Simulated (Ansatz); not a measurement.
`[F][InH][F]` + HI → `[F][InH][I]` + H–F  (ligand exchange at the In–F bond)

Program: Ansatz. Geometries: PBE0-D4/def2-TZVP. ΔE: electronic, gas phase. CCSD(T)/CBS is the MP2 limit (def2-TZVPP, def2-QZVPP) plus CCSD(T) − MP2 in def2-TZVPP, frozen cores. This one scheme is used for every species. Functionals use def2-TZVPP. def2 core potentials past Kr. For I, In outer-core shells are correlated without core-valence functions, which leaves a few kJ/mol of doubt a bond.

```csv
level,ΔE (kcal/mol)
BLYP-D4,-16.8
r2SCAN0-D4,-21.8
CAM-B3LYP-D4,-17.8
r2SCAN0,-21.6
BHLYP,-20.2
LC-ωPBE,-17.6
MP2/def2-TZVPP,-22.5
SCS-MP2/def2-TZVPP,-20.4
```

Task: What does CCSD(T)/CBS give? (An estimate is asked.)

Result: Computed: -21.9 kcal/mol. The listed levels differ from it by 5.1, 0.1, 4.1, 0.3, 1.7, 4.3, -0.6, 1.5 kcal/mol.

Task: What do rigid-rotor, harmonic-oscillator terms from PBE0-D4/def2-TZVP frequencies (298.15 K, 1 bar) make of the CCSD(T)/CBS value? (Best estimate.)

Result: Ansatz gave: ΔZPE = +1.9 kcal/mol, ΔH = -19.7 kcal/mol, ΔS = 3 J/(mol·K), ΔG = -19.9 kcal/mol.

Largest T1 diagnostic among the species: 0.017.

Leaving LDA and LC-ωPBE aside and taking each functional with its dispersion term where it has one, the values, not all of them listed here, spread over 5.8 kcal/mol, from PBE-QIDH to B97M-V. LDA lies −1.6 kcal/mol from PBE without D4. From BLYP to BHLYP (50 % exact exchange), in def2-TZVPP and without D4, ΔE moves by −4.4 kcal/mol.
